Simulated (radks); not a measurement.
All-electron atom: Cl+ in [Ne] 3s2 3p4 (the NIST ground configuration). Calculated with a radial shooting solver on a logarithmic mesh with Libxc functionals: scalar-relativistic Kohn-Sham, BLYP, spin-polarised, spherical densities, finite nucleus; open shells are filled with parallel spins first; Fermi nuclear charge, rms radius 3.3654 fm.

Unscreened Slater integrals over Kohn-Sham orbitals (cm^-1). They are taken over the spin-up orbitals.

integral,value
"F0(3p,3p)",117380
"F2(3p,3p)",58901
"F0(3p,3s)",124690
"G1(3p,3s)",82333
"F0(3p,2p)",160650
"F2(3p,2p)",27207
"G0(3p,2p)",10843
"G2(3p,2p)",10850
"F0(3s,3s)",133490
"F0(3s,2p)",177850
"G1(3s,2p)",13333
"F0(2p,2p)",494920
"F2(2p,2p)",229490

Derived for the open shells (J is the average intra-shell exchange parameter used in DFT+U). 3p: J = F2/5 = 11780 cm^-1; in LS coupling 1D lies 6 F2/25 = 14140 cm^-1 above 3P.
